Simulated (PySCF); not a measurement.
Sb(OH)2(OMe) (CH5O3Sb), SMILES C[O][Sb]([OH])[OH]. Atoms are numbered in the order given.

```xyz
10

Sb    -0.0928     0.1707     0.5789
O      0.0069     1.7181    -0.6592
H     -0.5460     1.5210    -1.4338
O     -1.7174    -0.4584    -0.4189
H     -1.9028    -1.4001    -0.2902
O      1.1942    -1.0625    -0.3128
C      1.2490    -1.1453    -1.7222
H      1.6287    -0.2109    -2.1758
H      1.9328    -1.9655    -1.9971
H      0.2576    -1.3574    -2.1651
```
Charge 0, spin multiplicity 1.

Geometry optimised at B3LYP-D3(BJ)/def2-SVP. The structure was generated by enumeration; whether it is a known compound was not checked. The def2 effective core potentials stand for the cores of Sb; spin–orbit coupling is left out. Other conformers were not sampled.

Computed with B3LYP-D3(BJ)/def2-SVP in PySCF 2.14.0.

Frequencies are harmonic and unscaled.

| mode | ν (cm⁻¹) | IR (km/mol) | Raman (Å⁴/amu) | depolarisation | moving atoms (share of kinetic energy) |
|---|---|---|---|---|---|
| 1 | 84 | 1.3 | 0.9 | 0.75 | H 62 %, O 27 %, C 10 % |
| 2 | 96 | 12.5 | 0.2 | 0.61 | H 54 %, O 30 %, C 16 % |
| 3 | 133 | 71.7 | 4.1 | 0.70 | H 65 %, O 30 % |
| 4 | 161 | 12.7 | 2.2 | 0.62 | O 47 %, C 29 %, H 20 % |
| 5 | 198 | 4.2 | 2.3 | 0.74 | O 67 %, H 23 %, Sb 8 % |
| 6 | 244 | 23.7 | 1.0 | 0.72 | O 61 %, H 35 % |
| 7 | 307 | 17.6 | 2.0 | 0.68 | O 41 %, C 22 %, H 19 %, Sb 18 % |
| 8 | 370 | 118.0 | 1.4 | 0.66 | H 81 %, O 18 % |
| 9 | 542 | 90.4 | 17.2 | 0.33 | O 71 %, Sb 14 %, C 8 % |
| 10 | 589 | 74.5 | 9.7 | 0.32 | O 86 %, Sb 11 % |
| 11 | 620 | 62.4 | 13.9 | 0.08 | O 86 %, Sb 12 % |
| 12 | 819 | 73.7 | 1.4 | 0.71 | H 92 % |
| 13 | 889 | 52.7 | 0.9 | 0.75 | H 90 %, O 9 % |
| 14 | 1088 | 208.3 | 1.8 | 0.39 | O 50 %, C 46 % |
| 15 | 1169 | 1.1 | 3.6 | 0.73 | H 77 %, C 18 % |
| 16 | 1178 | 0.0 | 3.8 | 0.24 | H 74 %, C 19 % |
| 17 | 1456 | 14.4 | 6.8 | 0.54 | H 89 %, C 10 % |
| 18 | 1462 | 4.4 | 23.7 | 0.75 | H 96 % |
| 19 | 1487 | 8.9 | 14.6 | 0.74 | H 96 % |
| 20 | 2983 | 72.2 | 130.6 | 0.01 | H 97 % |
| 21 | 3051 | 40.6 | 54.2 | 0.70 | H 90 %, C 10 % |
| 22 | 3087 | 31.0 | 166.0 | 0.53 | H 90 %, C 10 % |
| 23 | 3769 | 57.9 | 71.5 | 0.22 | H 94 % |
| 24 | 3815 | 58.6 | 104.7 | 0.29 | H 94 % |
